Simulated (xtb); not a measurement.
N$_{2}$, charge +1, doublet, from a rough starting geometry (a state made from the parent by changing its charge; the spin is typed, not shown lowest); GFN2-xTB (xtb).

xtb was given this input:
```
$ xtb mol.xyz --gfn 2 --chrg 1 --uhf 1 --opt vtight --json

# file mol.xyz
2

N      0.05726465    -0.01151897    -0.52242116
N     -0.01770994    -0.00405294     0.56038925
```

It wrote (shortened):

```
   ID    Z sym.   atoms
    1    7 N      1, 2

           -------------------------------------------------
          |                Calculation Setup                |
           -------------------------------------------------

           -------------------------------------------------
          |                 G F N 2 - x T B                 |
           -------------------------------------------------

          ...................................................
          :                      SETUP                      :
          :.................................................:
          :  # basis functions                   8          :
          :  # atomic orbitals                   8          :
          :  # shells                            4          :
          :  # electrons                         9          :
          :  max. iterations                   250          :
          :  Hamiltonian                  GFN2-xTB          :
          :  restarted?                      false          :
          :  GBSA solvation                  false          :
          :  PC potential                    false          :
          :  electronic temp.          300.0000000     K    :
          :  accuracy                    1.0000000          :
          :  -> integral cutoff          0.2500000E+02      :
          :  -> integral neglect         0.1000000E-07      :
          :  -> SCF convergence          0.1000000E-05 Eh   :
          :  -> wf. convergence          0.1000000E-03 e    :
          :  Broyden damping             0.4000000          :
          :  net charge                          1          :
          :  unpaired electrons                  1          :
          ...................................................

 iter      E             dE          RMSdq      gap      omega  full diag
   1     -5.1927173 -0.519272E+01  0.937E+00    5.27       0.0  T
   2     -5.1963610 -0.364374E-02  0.518E+00    5.01       1.0  T
   3     -5.1982253 -0.186423E-02  0.827E-01    4.71       1.0  T
   4     -5.1982295 -0.418517E-05  0.157E-01    4.76       1.0  T
   5     -5.1982302 -0.745205E-06  0.128E-02    4.75       5.5  T
   6     -5.1982302 -0.541269E-08  0.369E-03    4.75      19.1  T
   7     -5.1982302 -0.386040E-09  0.101E-06    4.75   69916.7  T
   8     -5.1982302  0.177636E-14  0.858E-10    4.75  100000.0  T

   *** convergence criteria satisfied after 8 iterations ***

         :::::::::::::::::::::::::::::::::::::::::::::::::::::
         ::                     SUMMARY                     ::
         :::::::::::::::::::::::::::::::::::::::::::::::::::::
         :: total energy              -5.102663241107 Eh    ::
         :: gradient norm              0.073901656205 Eh/a0 ::
         :: HOMO-LUMO gap              4.745616307898 eV    ::
         ::.................................................::
         :: SCC energy                -5.198230216951 Eh    ::
         :: -> isotropic ES            0.215065914492 Eh    ::
         :: -> anisotropic ES         -0.021317995851 Eh    ::
         :: -> anisotropic XC          0.028419522402 Eh    ::
         :: -> dispersion             -0.000168496911 Eh    ::
         :: repulsion energy           0.095566975843 Eh    ::
         :: add. restraining           0.000000000000 Eh    ::
         :: total charge               1.000000000000 e     ::
         :::::::::::::::::::::::::::::::::::::::::::::::::::::

      -----------------------------------------------------------
     |                   =====================                   |
     |                        A N C O P T                        |
     |                   =====================                   |
     |               Approximate Normal Coordinate               |
     |                Rational Function Optimizer                |
      -----------------------------------------------------------
      -----------------------------------------------------------
     |                   =====================                   |
     |                        A N C O P T                        |
     |                   =====================                   |
     |               Approximate Normal Coordinate               |
     |                Rational Function Optimizer                |
      -----------------------------------------------------------

          ...................................................
          :                      SETUP                      :
          :.................................................:
          :   optimization level         verytight          :
          :   max. optcycles                   200          :
          :   ANC micro-cycles                  20          :
          :   degrees of freedom                 1          :
          :.................................................:
          :   RF solver                   davidson          :
          :   write xtbopt.log                true          :
          :   linear (good luck)              true          :
          :   energy convergence         0.1000000E-06 Eh   :
          :   grad. convergence          0.2000000E-03 Eh/α :
          :   maxmium RF displ.          1.0000000          :
          :   Hlow (freq-cutoff)         0.1000000E-01      :
          :   Hmax (freq-cutoff)         5.0000000          :
          :   S6 in model hess.         20.0000000          :
          ...................................................

generating ANC from exact Hessian ...
Using Lindh-Hessian (1995)
 Shifting diagonal of input Hessian by    0.0000000000000000
 Lowest  eigenvalues of input Hessian
    0.000000    0.000000    0.000000    0.000000    0.000000    2.472331
 Highest eigenvalues
    0.000000    0.000000    0.000000    0.000000    0.000000    2.472331

........................................................................
.............................. CYCLE    1 ..............................
[...]
 * total energy  :    -5.1026632 Eh     change        0.2664535E-14 Eh
 * total energy  :    -5.1034397 Eh     change       -0.7764814E-03 Eh
 * total energy  :    -5.1035258 Eh     change       -0.8608657E-04 Eh
 * total energy  :    -5.1035261 Eh     change       -0.3078618E-06 Eh
 * total energy  :    -5.1035262 Eh     change       -0.8735777E-07 Eh
   *** GEOMETRY OPTIMIZATION CONVERGED AFTER 5 ITERATIONS ***
[...]
 N  N  Rav=1.0683 sigma=0.0000  Rmin=1.0683  Rmax=1.0683     1

 selected bond angles (degree)
 --------------------

 selected dihedral angles (degree)
 ---------------------------------

           -------------------------------------------------
          |                Final Singlepoint                |
           -------------------------------------------------

          ...................................................
          :                      SETUP                      :
          :.................................................:
          :  # basis functions                   8          :
          :  # atomic orbitals                   8          :
          :  # shells                            4          :
          :  # electrons                         9          :
          :  max. iterations                   250          :
          :  Hamiltonian                  GFN2-xTB          :
          :  restarted?                      false          :
          :  GBSA solvation                  false          :
          :  PC potential                    false          :
          :  electronic temp.          300.0000000     K    :
          :  accuracy                    1.0000000          :
          :  -> integral cutoff          0.2500000E+02      :
          :  -> integral neglect         0.1000000E-07      :
          :  -> SCF convergence          0.1000000E-05 Eh   :
          :  -> wf. convergence          0.1000000E-03 e    :
          :  Broyden damping             0.4000000          :
          :  net charge                          1          :
          :  unpaired electrons                  1          :
          ...................................................

 iter      E             dE          RMSdq      gap      omega  full diag
   1     -5.2125978 -0.521260E+01  0.190E-06    4.90       0.0  T
   2     -5.2125978 -0.532907E-14  0.110E-06    4.90   64024.6  T
   3     -5.2125978  0.888178E-14  0.354E-07    4.90  100000.0  T

   *** convergence criteria satisfied after 3 iterations ***

         :::::::::::::::::::::::::::::::::::::::::::::::::::::
         ::                     SUMMARY                     ::
         :::::::::::::::::::::::::::::::::::::::::::::::::::::
         :: total energy              -5.103526204279 Eh    ::
         :: gradient norm              0.000000968268 Eh/a0 ::
         :: HOMO-LUMO gap              4.895904504804 eV    ::
         ::.................................................::
         :: SCC energy                -5.212597834481 Eh    ::
         :: -> isotropic ES            0.215592834319 Eh    ::
         :: -> anisotropic ES         -0.021068737026 Eh    ::
         :: -> anisotropic XC          0.028084313165 Eh    ::
         :: -> dispersion             -0.000168500448 Eh    ::
         :: repulsion energy           0.109071630202 Eh    ::
         :: add. restraining           0.000000000000 Eh    ::
         :: total charge               1.000000000000 e     ::
         :::::::::::::::::::::::::::::::::::::::::::::::::::::

           -------------------------------------------------
          |                Property Printout                |
           -------------------------------------------------

    * Orbital Energies and Occupations

         #    Occupation            Energy/Eh            Energy/eV
      -------------------------------------------------------------
         1        2.0000           -1.1157924             -30.3623
         2        2.0000           -0.9877523             -26.8781
         3        2.0000           -0.9812927             -26.7023
         4        2.0000           -0.9812927             -26.7023
         5        1.0000           -0.8699554             -23.6727 (HOMO)
         6                         -0.6900342             -18.7768 (LUMO)
         7                         -0.6900342             -18.7768
         8                          0.5265191              14.3273
      -------------------------------------------------------------
                  HL-Gap            0.1799212 Eh            4.8959 eV
             Fermi-level           -0.8528094 Eh          -23.2061 eV

     #   Z          covCN         q      C6AA      α(0)
     1   7 N        0.981     0.500    13.800     5.344
     2   7 N        0.981     0.500    13.800     5.344

 Mol. C6AA /au·bohr⁶  :         55.198404
 Mol. C8AA /au·bohr⁸  :       1217.721155
 Mol. α(0) /au        :         10.688570

Wiberg/Mayer (AO) data.
largest (>0.10) Wiberg bond orders for each atom

 ---------------------------------------------------------------------------
     #   Z sym  total        # sym  WBO       # sym  WBO       # sym  WBO
 ---------------------------------------------------------------------------
     1   7 N    3.358 --     2 N    3.358
     2   7 N    3.358 --     1 N    3.358
 ---------------------------------------------------------------------------

Topologies differ in total number of bonds
Writing topology from bond orders to xtbtopo.mol

molecular dipole:
                 x           y           z       tot (Debye)
 q only:        0.037      -0.015       0.036
   full:        0.037      -0.015       0.036       0.137
molecular quadrupole (traceless):
                xx          xy          yy          xz          yz          zz
 q only:       -0.502      -0.002      -0.511      -0.103       0.010       1.012
  q+dip:       -1.055      -0.002      -1.072      -0.219       0.021       2.127
   full:       -0.454      -0.001      -0.462      -0.093       0.009       0.915

optimized geometry written to: xtbopt.xyz

           -------------------------------------------------
          | TOTAL ENERGY               -5.103526204279 Eh   |
          | GRADIENT NORM               0.000000968268 Eh/α |
          | HOMO-LUMO GAP               4.895904504804 eV   |
           -------------------------------------------------

normal termination of xtb
```
